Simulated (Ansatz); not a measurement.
Single points on [B(NMe2)H3]- (C2H9BN⁻).

```yaml
crystal:
  periodic: [false, false, false]
  atoms:
    - {symbol: B, position_ang: [-0.029496, -0.060719, -1.462753]}
    - {symbol: N, position_ang: [0.219400, 0.408464, -0.007443]}
    - {symbol: C, position_ang: [1.086603, -0.455677, 0.728502]}
    - {symbol: C, position_ang: [-0.982165, 0.655921, 0.724255]}
    - {symbol: H, position_ang: [1.338463, -0.035552, 1.725524]}
    - {symbol: H, position_ang: [2.025078, -0.611557, 0.174219]}
    - {symbol: H, position_ang: [0.645369, -1.472681, 0.910351]}
    - {symbol: H, position_ang: [-1.627882, 1.352459, 0.167355]}
    - {symbol: H, position_ang: [-1.587858, -0.272820, 0.904902]}
    - {symbol: H, position_ang: [-0.773834, 1.098453, 1.721633]}
    - {symbol: H, position_ang: [1.057318, -0.196137, -2.058307]}
    - {symbol: H, position_ang: [-0.743550, 0.767778, -2.060950]}
    - {symbol: H, position_ang: [-0.627465, -1.177921, -1.467297]}
basis:
  gaussian: {orbitals: def2-TZVPD, initial_orbitals: start.molden}
total_charge: -1
hamiltonian: {xc: {name: BHLYP}, dispersion: d4}
scf: {omitted_lower_state_checks: [starts]}
output: {orbitals: {seedname: orbitals}}
```

The file start.molden holds the orbitals of an earlier run on this structure, at another level or in another basis.

```sh
$ ansatz run in.yaml --threads 4 --pin off --events-out ev --progress --plain --max-ram 3916MiB
```

Shortened log:

```
Functional definition: BHLYP
1317 factors; their error is unknown
mean field evaluation 1: about -4386.3284 eV, gradient 6.5e0 eV
mean field evaluation 2: about -4386.4121 eV, gradient 9.0e-2 eV
mean field evaluation 4: about -4386.4121 eV, gradient 4.4e-4 eV
mean field -4386.41212153 eV, -161.1976722492 hartree, gradient 7.6e-6 eV, S^2 0.000000; 0 other end points of the search recorded, 0 dependent functions left out
reference -4386.41233186 eV, -161.1976799786 hartree; 17, 17 occupied and 212, 212 virtual orbitals, 1317 factors
Total energy: -4386.69026534 eV, -161.2078938459 hartree
Checks for a lower state left out: starts
```

It took 2.7 s on 4 threads of Arm Neoverse V2 on a shared host.

The first input with `hamiltonian: {xc: {name: LC-wPBE}}` (abridged; 2.4 s):

```
Functional definition: LC-wPBE
mean field -4386.66047306 eV, -161.2067989996 hartree, gradient 2.3e-5 eV, S^2 0.000000
Total energy: -4386.66047307 eV, -161.2067989999 hartree
Checks for a lower state left out: starts
```

First input, but with `gaussian: {orbitals: def2-SVPD, initial_orbitals: start.molden}`, `hamiltonian: {xc: pbe, dispersion: d4}` (abridged; 1.2 s):

```
Functional definition: PBE
mean field -4378.44670294 eV, -160.9049485154 hartree, gradient 1.1e-5 eV, S^2 0.000000
Total energy: -4378.70868356 eV, -160.9145761255 hartree
Checks for a lower state left out: starts
```

As the first input, with `hamiltonian: {xc: {name: BLYP}, dispersion: d4}` (abridged; 2.4 s):

```
Functional definition: BLYP
mean field -4386.79476401 eV, -161.2117341011 hartree, gradient 9.5e-6 eV, S^2 0.000000
Total energy: -4387.38606913 eV, -161.2334641634 hartree
Checks for a lower state left out: starts
```

First input, but with `hamiltonian: {xc: pbe}`, `correlation: {method: rpa}` and without the key `output` (abridged; 5.5 s):

```
Functional definition: PBE
mean field -4382.99489281 eV, -161.0720914100 hartree, gradient 3.0e-6 eV, S^2 0.000000
4 core orbitals not correlated: weight in the atoms' cores, before any rotation towards them, 1.000 or more for the frozen orbitals, at most 0.000 for the correlated occupied ones
Total energy: -4389.24934315 eV, -161.3019382208 hartree
Checks for a lower state left out: starts
```

As the first input, with `hamiltonian: {xc: pbe0, dispersion: d4}` (abridged; 2.4 s):

```
Functional definition: PBE0
mean field -4383.72488532 eV, -161.0989181400 hartree, gradient 2.2e-5 eV, S^2 0.000000
Total energy: -4383.94293120 eV, -161.1069311783 hartree
Checks for a lower state left out: starts
```

First input, but with `gaussian: {orbitals: STO-3G}`, `hamiltonian: {xc: hf}` (abridged; 0.1 s):

```
Functional definition: HF
mean field -4300.56085149 eV, -158.0426962674 hartree, gradient 4.9e-6 eV, S^2 0.000000
Total energy: -4300.56085149 eV, -158.0426962674 hartree
Checks for a lower state left out: starts
```

Geometry: PBE0-D4/def2-SVPD.

LC-ωPBE has ω = 0.4 bohr⁻¹. Correlated methods freeze 4 core orbitals. At PBE-D4/def2-SVPD, BLYP-D4/def2-TZVPD the highest occupied level of the charge -1 singlet lies above zero (up to 0.70 eV). By energy differences its removal costs 2.40 eV (vertical, to the charge 0 doublet, at PBE0-D4/def2-TZVPD).
